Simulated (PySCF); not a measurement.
Potential energy curve for BF, singlet.

UMP2 = MP2 on UHF/cc-pVDZ, 2 core orbitals frozen (PySCF); UKS-PBE = unrestricted PBE/cc-pVDZ (PySCF); CASSCF(10,8)/cc-pVDZ (PySCF); RCCSD(T) = CCSD(T) on RHF/cc-pVDZ, 2 core orbitals frozen in PySCF.

Energies are in mEh, each relative to the lowest point of its own curve near equilibrium.

```json
[
 {"R / Å": "0.96", "UMP2": "210.3", "UKS-PBE": "208.6", "CASSCF(10,8)": "211.0", "RCCSD(T)": "213.4"},
 {"R / Å": "1.01", "UMP2": "131.4", "UKS-PBE": "130.7", "CASSCF(10,8)": "132.0", "RCCSD(T)": "134.0"},
 {"R / Å": "1.07", "UMP2": "68.9", "UKS-PBE": "68.9", "CASSCF(10,8)": "69.4", "RCCSD(T)": "71.0"},
 {"R / Å": "1.14", "UMP2": "26.6", "UKS-PBE": "27.1", "CASSCF(10,8)": "27.0", "RCCSD(T)": "28.1"},
 {"R / Å": "1.19", "UMP2": "10.3", "UKS-PBE": "10.8", "CASSCF(10,8)": "10.5", "RCCSD(T)": "11.3"},
 {"R / Å": "1.23", "UMP2": "3.2", "UKS-PBE": "3.6", "CASSCF(10,8)": "3.3", "RCCSD(T)": "3.9"},
 {"R / Å": "1.26", "UMP2": "0.5", "UKS-PBE": "0.8", "CASSCF(10,8)": "0.6", "RCCSD(T)": "0.9"},
 {"R / Å": "1.31", "UMP2": "0.0", "UKS-PBE": "0.0", "CASSCF(10,8)": "0.0", "RCCSD(T)": "0.0"},
 {"R / Å": "1.35", "UMP2": "2.4", "UKS-PBE": "2.0", "CASSCF(10,8)": "2.3", "RCCSD(T)": "2.0"},
 {"R / Å": "1.38", "UMP2": "5.4", "UKS-PBE": "4.6", "CASSCF(10,8)": "5.2", "RCCSD(T)": "4.8"},
 {"R / Å": "1.48", "UMP2": "20.8", "UKS-PBE": "18.4", "CASSCF(10,8)": "20.4", "RCCSD(T)": "19.2"},
 {"R / Å": "1.58", "UMP2": "42.3", "UKS-PBE": "36.5", "CASSCF(10,8)": "40.4", "RCCSD(T)": "38.5"},
 {"R / Å": "1.71", "UMP2": "72.0", "UKS-PBE": "62.5", "CASSCF(10,8)": "69.3", "RCCSD(T)": "66.2"},
 {"R / Å": "1.89", "UMP2": "112.3", "UKS-PBE": "98.2", "CASSCF(10,8)": "109.3", "RCCSD(T)": "104.6"},
 {"R / Å": "2.06", "UMP2": "147.0", "UKS-PBE": "129.2", "CASSCF(10,8)": "144.3", "RCCSD(T)": "137.8"},
 {"R / Å": "2.28", "UMP2": "—", "UKS-PBE": "163.8", "CASSCF(10,8)": "183.8", "RCCSD(T)": "174.7"},
 {"R / Å": "2.52", "UMP2": "—", "UKS-PBE": "194.4", "CASSCF(10,8)": "218.1", "RCCSD(T)": "206.0"},
 {"R / Å": "2.81", "UMP2": "—", "UKS-PBE": "222.3", "CASSCF(10,8)": "245.6", "RCCSD(T)": "229.1"},
 {"R / Å": "3.09", "UMP2": "—", "UKS-PBE": "240.6", "CASSCF(10,8)": "260.0", "RCCSD(T)": "229.4"},
 {"R / Å": "3.43", "UMP2": "—", "UKS-PBE": "254.4", "CASSCF(10,8)": "268.1", "RCCSD(T)": "187.1"},
 {"R / Å": "3.75", "UMP2": "—", "UKS-PBE": "261.4", "CASSCF(10,8)": "271.1", "RCCSD(T)": "102.5"},
 {"R / Å": "4.45", "UMP2": "—", "UKS-PBE": "268.9", "CASSCF(10,8)": "273.0", "RCCSD(T)": "407.8"},
 {"R / Å": "5.07", "UMP2": "—", "UKS-PBE": "271.6", "CASSCF(10,8)": "273.3", "RCCSD(T)": "—"}
]
```

At the longest distance, 5.07 Å, CASSCF(10,8) lies highest above its minimum (273.3 mEh) and UKS-PBE lowest (271.6 mEh).

A dash means that the run gave no value there, or that the column was ended at a point which the program doubted or which failed a test of continuity chosen for this set; such a test can also cut sound points.

The unrestricted determinant behind UMP2 is spin-contaminated at 1.58 to 5.07 Å (<S²> up to 1.0, against 0.00 for a pure singlet). The unrestricted determinant behind UKS-PBE is spin-contaminated at 2.81 to 5.07 Å (<S²> up to 0.7, against 0.00 for a pure singlet). At the longest distance UKS-PBE leaves fractional charges on the fragments, a sign of delocalisation error or of the restricted form. The T1 diagnostic of CCSD on the restricted reference of RCCSD(T) exceeds 0.045 at 2.28 to 5.07 Å.
